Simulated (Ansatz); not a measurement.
The first iterations of a band of CH5BO2S (10 atoms, charge 0, multiplicity 1).

Method: Ansatz 0.2.0, RKS LDA/6-31G*.

```yaml
movable_images: 8
climbing_image: no
spring: 5.0 eV/Å²
optimiser: quadratic models (default)
start_path: through a guess of the saddle point
force_threshold: 0.05 eV/Å
iteration_limit: 60
end_points: relaxed
```

Initial state:

```xyz
10
Properties=species:S:1:pos:R:3
O -1.203 0.528 -1.121
B 0.084 0.380 -1.523
S 1.254 -0.435 -0.430
C 0.196 -0.691 1.066
O 0.188 0.384 1.936
H -1.747 0.967 -1.804
H 0.479 0.752 -2.605
H -0.841 -0.831 0.716
H 0.567 -1.634 1.521
H 1.106 0.529 2.246
```

Final state:

```xyz
10
Properties=species:S:1:pos:R:3
O -0.867 0.895 -0.699
B 0.156 0.308 -1.406
S 1.194 -0.882 -0.584
C 0.353 -0.871 1.092
O 0.249 0.371 1.662
H -1.366 1.542 -1.236
H 0.364 0.592 -2.562
H -0.623 -1.375 0.930
H 0.985 -1.507 1.737
H -0.362 0.875 1.069
```

| iteration | highest image above the first end (eV) | largest band force component (eV/Å) |
| --- | --- | --- |
| 1 | 6.434 | 27.167 |
| 2 | 1.571 | 4.884 |
| 3 | 0.934 | 2.465 |
| 4 | 0.631 | 1.700 |
| 5 | 0.423 | 1.113 |

Problem. Does the band converge within its limit, and where does its top end?

Solution. The run converged. It ended after 15 iterations with the highest image 0.096 eV above the first end. No image climbed, so the highest image needn't sit at the top of the path.

The run took 4 min on 1 thread of Arm Neoverse V1 (shared host), peak memory 0.12 GiB.
